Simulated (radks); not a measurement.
The numbers below are computed, except where a source is named.
Problem. Coherent X-ray form factor from a spherical all-electron density. Level of theory: scalar-relativistic Kohn-Sham, B86b exchange with PBE correlation, spin-unpolarised, spherical densities, finite nucleus; Fermi nuclear charge, rms radius of each element as measured or else 0.836 A^(1/3) + 0.57 fm (a radial shooting solver on a logarithmic mesh with Libxc functionals).

sin(theta)/lambda (1/angstrom)  f0 (electrons)
0.05                                    11.705
0.1                                     10.964
0.15                                    10.066
0.2                                      9.224
0.25                                     8.502
0.3                                      7.873
0.4                                      6.737
0.5                                      5.668
0.6                                      4.699
0.8                                      3.224
1                                        2.339
1.25                                     1.765
1.5                                      1.484
2                                        1.195

The species is in the configuration that NIST lists as its ground one. Which atom or ion scatters so?

Solution. The aluminium ion Al+, [Ne] 3s2. Extrapolating in s^2 from the first two rows gives f0(0) = 12.0, near the electron count 12; among species with that count, the fall with angle is slower the higher Z, and the table is that of Z = 13; from so few rows the species is fixed only to a neighbour or two.
